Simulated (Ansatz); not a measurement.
**Nudged elastic band run: C2H11ClSi3**

Input:

```yaml
crystal:
  periodic: [false, false, false]
  atoms:
    - { symbol: C, position_ang: [0.111631, -1.882838, -0.664426] }
    - { symbol: Si, position_ang: [0.844142, -0.450702, 0.29053] }
    - { symbol: C, position_ang: [1.205874, -0.957064, 2.054762] }
    - { symbol: Si, position_ang: [-0.565731, 1.313759, 0.25105] }
    - { symbol: Si, position_ang: [-1.176436, 2.030206, -1.794969] }
    - { symbol: Cl, position_ang: [-2.31733, 0.758812, 1.311121] }
    - { symbol: H, position_ang: [0.782467, -2.747169, -0.64834] }
    - { symbol: H, position_ang: [-0.844462, -2.195902, -0.234021] }
    - { symbol: H, position_ang: [-0.064613, -1.617983, -1.711478] }
    - { symbol: H, position_ang: [2.077053, -0.044169, -0.349581] }
    - { symbol: H, position_ang: [0.284867, -1.217902, 2.585276] }
    - { symbol: H, position_ang: [1.867214, -1.828582, 2.083977] }
    - { symbol: H, position_ang: [1.692948, -0.149198, 2.609331] }
    - { symbol: H, position_ang: [-0.026005, 2.419329, 1.018564] }
    - { symbol: H, position_ang: [-1.731991, 0.947554, -2.570253] }
    - { symbol: H, position_ang: [-0.009814, 2.529203, -2.484698] }
    - { symbol: H, position_ang: [-2.148713, 3.092346, -1.706745] }
basis:
  gaussian: { orbitals: STO-3G }
hamiltonian:
  xc: pbe0
  dispersion: d4
neb:
  order_check: false
  images: 5
  f_tol: 0.05
  max_iterations: 60
  final_atoms:
    - { symbol: C, position_ang: [-0.21741746, -2.53566391, 0.28418379] }
    - { symbol: Si, position_ang: [0.47006248, -0.847798, -0.13563274] }
    - { symbol: C, position_ang: [1.59829211, -0.24309764, 1.23170408] }
    - { symbol: Si, position_ang: [-1.20489212, 0.64030224, -0.42620997] }
    - { symbol: Si, position_ang: [-0.56780571, 2.74213872, -0.92296555] }
    - { symbol: Cl, position_ang: [-2.45156678, -0.07323348, -1.98480946] }
    - { symbol: H, position_ang: [0.58554707, -3.27450408, 0.36784347] }
    - { symbol: H, position_ang: [-0.75806734, -2.52166065, 1.2352308] }
    - { symbol: H, position_ang: [-0.91049617, -2.88177134, -0.48865224] }
    - { symbol: H, position_ang: [1.23716688, -0.93728541, -1.35784146] }
    - { symbol: H, position_ang: [1.06428758, -0.15146392, 2.18228712] }
    - { symbol: H, position_ang: [2.4290431, -0.9385361, 1.38547445] }
    - { symbol: H, position_ang: [2.02636139, 0.73556281, 0.99367645] }
    - { symbol: H, position_ang: [-2.07249316, 0.65854944, 0.73480064] }
    - { symbol: H, position_ang: [0.25325705, 2.76447708, -2.10883401] }
    - { symbol: H, position_ang: [0.21027652, 3.26425587, 0.17592876] }
    - { symbol: H, position_ang: [-1.71045444, 3.59942836, -1.12608413] }
  initial_path:
    images:
      - { positions_ang: [[0.111631, -1.882838, -0.664426], [0.844142, -0.450702, 0.29053], [1.205874, -0.957064, 2.054762], [-0.565731, 1.313759, 0.25105], [-1.176436, 2.030206, -1.794969], [-2.31733, 0.758812, 1.311121], [0.782467, -2.747169, -0.64834], [-0.844462, -2.195902, -0.234021], [-0.064613, -1.617983, -1.711478], [2.077053, -0.044169, -0.349581], [0.284867, -1.217902, 2.585276], [1.867214, -1.828582, 2.083977], [1.692948, -0.149198, 2.609331], [-0.026005, 2.419329, 1.018564], [-1.731991, 0.947554, -2.570253], [-0.009814, 2.529203, -2.484698], [-2.148713, 3.092346, -1.706745]] }
      - { positions_ang: [[0.02334118, -2.04186087, -0.48522362], [0.74331574, -0.51676974, 0.21824742], [1.31826385, -0.82336312, 1.90522986], [-0.73050303, 1.19446772, 0.22557798], [-1.01618071, 2.16864526, -1.71541389], [-2.52975835, 0.52449634, 0.84374151], [0.71896127, -2.86121709, -0.49647224], [-0.84101415, -2.31623987, 0.07187221], [-0.30576379, -1.8652937, -1.48063739], [1.85572507, -0.14308192, -0.59462972], [0.51688896, -1.06344473, 2.56542071], [2.04995432, -1.64102471, 1.91608337], [1.78557091, 0.05312107, 2.31339449], [-0.41076631, 2.15069156, 1.1733718], [-1.37770556, 1.21254904, -2.66750657], [0.19437597, 2.72962351, -2.09016694], [-2.01360437, 3.23840125, -1.662789]] }
      - { positions_ang: [[-0.06494864, -2.20088373, -0.30602124], [0.64248948, -0.58283748, 0.14596484], [1.4306537, -0.68966225, 1.75569773], [-0.89527507, 1.07517643, 0.20010596], [-0.85592542, 2.30708451, -1.63585877], [-2.74218669, 0.29018068, 0.37636202], [0.65545554, -2.97526517, -0.34460447], [-0.83756631, -2.43657774, 0.37776543], [-0.54691457, -2.11260439, -1.24979679], [1.63439714, -0.24199483, -0.83967844], [0.74891093, -0.90898746, 2.54556542], [2.23269464, -1.45346743, 1.74818973], [1.87819381, 0.25544014, 2.01745798], [-0.79552762, 1.88205413, 1.32817961], [-1.02342013, 1.47754408, -2.76476013], [0.39856595, 2.93004402, -1.69563588], [-1.87849573, 3.3844565, -1.61883299]] }
      - { positions_ang: [[-0.15323846, -2.3599066, -0.12681886], [0.54166322, -0.64890522, 0.07368227], [1.54304355, -0.55596137, 1.60616559], [-1.0600471, 0.95588515, 0.17463394], [-0.69567013, 2.44552377, -1.55630366], [-2.95461504, 0.05586502, -0.09101747], [0.59194981, -3.08931326, -0.19273671], [-0.83411846, -2.55691561, 0.68365864], [-0.78806536, -2.35991509, -1.01895618], [1.4130692, -0.34090775, -1.08472716], [0.98093289, -0.75453019, 2.52571012], [2.41543495, -1.26591014, 1.5802961], [1.97081672, 0.45775921, 1.72152147], [-1.18028893, 1.61341669, 1.48298741], [-0.66913469, 1.74253912, -2.8620137], [0.60275592, 3.13046453, -1.30110482], [-1.7433871, 3.53051175, -1.57487699]] }
      - { positions_ang: [[-0.17463146, -2.41849237, 0.01018203], [0.51779631, -0.71520282, 0.0039106], [1.56145974, -0.45167346, 1.48134509], [-1.10832878, 0.85069084, -0.02564737], [-0.65304866, 2.54439542, -1.34519095], [-2.78693228, 0.01283219, -0.72228147], [0.58981556, -3.15104353, -0.00587665], [-0.80876809, -2.54516396, 0.86751603], [-0.82887563, -2.53386717, -0.8421882], [1.3544351, -0.5397003, -1.17576526], [1.00871779, -0.5535081, 2.41123579], [2.419971, -1.15678546, 1.51535555], [1.98933161, 0.55036041, 1.47890647], [-1.47769034, 1.29512761, 1.23359182], [-0.36167078, 2.08318511, -2.6109538], [0.47192945, 3.17506165, -0.80876029], [-1.73240955, 3.55348395, -1.42527937]] }
      - { positions_ang: [[-0.19602446, -2.47707814, 0.14718291], [0.49392939, -0.78150041, -0.06586107], [1.57987592, -0.34738555, 1.35652458], [-1.15661045, 0.74549654, -0.22592867], [-0.61042719, 2.64326707, -1.13407825], [-2.61924953, -0.03020065, -1.35354546], [0.58768131, -3.2127738, 0.18098341], [-0.78341772, -2.53341231, 1.05137341], [-0.8696859, -2.70781926, -0.66542022], [1.29580099, -0.73849285, -1.26680336], [1.03650268, -0.35248601, 2.29676145], [2.42450705, -1.04766078, 1.450415], [2.0078465, 0.64296161, 1.23629146], [-1.77509175, 0.97683852, 0.98419623], [-0.05420686, 2.42383109, -2.3598939], [0.34110299, 3.21965876, -0.31641577], [-1.721432, 3.57645616, -1.27568175]] }
      - { positions_ang: [[-0.21741746, -2.53566391, 0.28418379], [0.47006248, -0.847798, -0.13563274], [1.59829211, -0.24309764, 1.23170408], [-1.20489212, 0.64030224, -0.42620997], [-0.56780571, 2.74213872, -0.92296555], [-2.45156678, -0.07323348, -1.98480946], [0.58554707, -3.27450408, 0.36784347], [-0.75806734, -2.52166065, 1.2352308], [-0.91049617, -2.88177134, -0.48865224], [1.23716688, -0.93728541, -1.35784146], [1.06428758, -0.15146392, 2.18228712], [2.4290431, -0.9385361, 1.38547445], [2.02636139, 0.73556281, 0.99367645], [-2.07249316, 0.65854944, 0.73480064], [0.25325705, 2.76447708, -2.10883401], [0.21027652, 3.26425587, 0.17592876], [-1.71045444, 3.59942836, -1.12608413]] }
```

Run as:

```bash
$ ansatz run input.yaml --threads 1 --pin off --max-ram 2048MiB --backend cpu --events-out ev --progress --plain --runs-dir out
```

Output, in part (warnings, iteration lines, the closing report on the highest movable image, with atoms numbered from 0):

```
NEB end point (image 0): max|allowed force component| = 1.365e-2 eV/Å (the criterion of neb.relax_end_points is 1.000e-2)
NEB end point (image 6): max|allowed force component| = 8.145e-3 eV/Å (the criterion of neb.relax_end_points is 1.000e-2)
NEB iter   1: max|band force component| = 2.725e0 eV/Å  barrier→ = 0.5646 eV  barrier← = 0.5542 eV  Δτ_max = 0.2000 Å  (139 SCF iters)
NEB iter   2: max|band force component| = 8.720e-1 eV/Å  barrier→ = 0.1436 eV  barrier← = 0.1332 eV  Δτ_max = 0.1583 Å  (114 SCF iters)
NEB iter   3: max|band force component| = 5.771e-1 eV/Å  barrier→ = 0.0447 eV  barrier← = 0.0343 eV  Δτ_max = 0.0364 Å  (113 SCF iters)
NEB iter   4: max|band force component| = 1.340e-1 eV/Å  barrier→ = 0.0364 eV  barrier← = 0.0260 eV  CI = image 3  Δτ_max = 0.0192 Å  (113 SCF iters)
NEB iter   5: max|band force component| = 2.697e-2 eV/Å  barrier→ = 0.0348 eV  barrier← = 0.0244 eV  CI = image 3  Δτ_max = 0.0461 Å  (95 SCF iters)
NEB iter   6: max|band force component| = 4.917e-2 eV/Å  barrier→ = 0.0328 eV  barrier← = 0.0223 eV  CI = image 3  Δτ_max = 0.0000 Å  (127 SCF iters)
Total energy: -37961.18351088 eV, -1395.0477630103 hartree
Atom 0 at    -0.180027    -2.326936    -0.145206 Å, force     0.015805    -0.027207     0.005970 eV/Å
Atom 1 at     0.595238    -0.641340     0.084929 Å, force     0.013628    -0.004166     0.018111 eV/Å
Atom 2 at     1.572802    -0.588247     1.682150 Å, force    -0.046188     0.011513    -0.049012 eV/Å
Atom 3 at    -0.980385     0.985915     0.079104 Å, force     0.003350    -0.006972    -0.017477 eV/Å
Atom 4 at    -0.779691     2.500116    -1.575998 Å, force     0.001049     0.006907     0.018210 eV/Å
Atom 5 at    -2.889619     0.078538    -0.081583 Å, force     0.004203     0.002716     0.004305 eV/Å
Atom 6 at     0.588099    -3.106680    -0.168367 Å, force    -0.009703     0.008570    -0.000608 eV/Å
Atom 7 at    -0.871237    -2.561500     0.669641 Å, force    -0.006279     0.007972    -0.004772 eV/Å
Atom 8 at    -0.742612    -2.381923    -1.081814 Å, force    -0.005035     0.007743    -0.000240 eV/Å
Atom 9 at     1.501288    -0.391151    -1.014989 Å, force     0.007204    -0.000489     0.003648 eV/Å
Atom 10 at     0.928594    -0.771275     2.547165 Å, force     0.009109    -0.000904     0.011262 eV/Å
Atom 11 at     2.355263    -1.352924     1.680846 Å, force     0.011974    -0.004571     0.010950 eV/Å
Atom 12 at     2.055625     0.383161     1.824298 Å, force     0.008063     0.001392     0.007528 eV/Å
Atom 13 at    -1.021743     1.661683     1.360676 Å, force    -0.001475     0.001989     0.004077 eV/Å
Atom 14 at    -0.796743     1.849916    -2.863131 Å, force    -0.001847     0.001659    -0.009930 eV/Å
Atom 15 at     0.484166     3.182855    -1.429162 Å, force     0.001404    -0.000643    -0.004048 eV/Å
Atom 16 at    -1.837918     3.479492    -1.528459 Å, force    -0.005262    -0.005511     0.002027 eV/Å
Dipole moment:     0.613330     0.176737     0.023683 e Å
```

The run converged. The band force fell under the threshold earlier too, but the program's further tests of the path sent the band on. A vibrational analysis at the climbing image gives no mode beyond 40i cm⁻¹: the surface is too flat there to confirm a saddle point. Limits of this set-up: minimal basis.

Final band (atoms are numbered from 1 in the order of the input):

```
image  path coordinate (Å)  energy (kcal/mol)  dihedral C1–Si2–Si4–Si5 (°)
    0                 0.00                0.0                          -56
    1                 1.36                0.2                          -77
    2                 2.71                0.6                          -97
    3                 4.07                0.8                         -118
    4                 5.42                0.6                         -139
    5                 6.77                0.3                         -159
    6                 8.12                0.2                          179
```

The run took 2.4 min on 1 thread of Arm Neoverse V2 (shared host), peak memory 0.16 GiB.
